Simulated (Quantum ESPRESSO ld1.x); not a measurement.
Values are calculated unless marked as measured or tabulated.
How relativity changes the ionisation of the neon ion Ne+ ([He] 2s2 2p5) to Ne2+ ([He] 2s2 2p4). Spin-unpolarised spherical Kohn-Sham, LDA (Slater exchange, VWN5 correlation), point nucleus, ld1.x of Quantum ESPRESSO 7.5. A level marked "c x" has the speed of light scaled by that factor and shares open shells by 2j + 1; other Dirac levels either fill j = l - 1/2 first or share by 2j + 1.

level               E(Ne+) (hartree)  E(Ne2+) (hartree)  IE (eV)   HOMO  <r> HOMO (bohr)
non-rel.                   -127.4001          -125.8040   43.430     2p           0.8835
scalar-rel.                -127.5456          -125.9500   43.417     2p           0.8833
Dirac, 2j+1 shares          -127.546           -125.950   43.417  2p3/2           0.8840
Dirac, low j first          -127.547           -125.953   43.366  2p3/2           0.8840
Dirac, c x 1.5              -127.465           -125.869   43.424  2p3/2           0.8837
Dirac, c x 5                -127.406           -125.810   43.430  2p3/2           0.8835
Dirac, c x 100              -127.400           -125.804   43.430  2p1/2           0.8835

NIST Atomic Spectra Database: 40.963 eV (measured). The relativistic part of the total energy of Ne+ is -0.147 hartree (Dirac, low j first), 0.12 % of the non-relativistic value. Spin polarisation and multiplet splitting of open shells are left out at every level.

Beside tabulated values, note that spin-unpolarised runs miss the spin-polarisation part of the exchange energy of open shells.
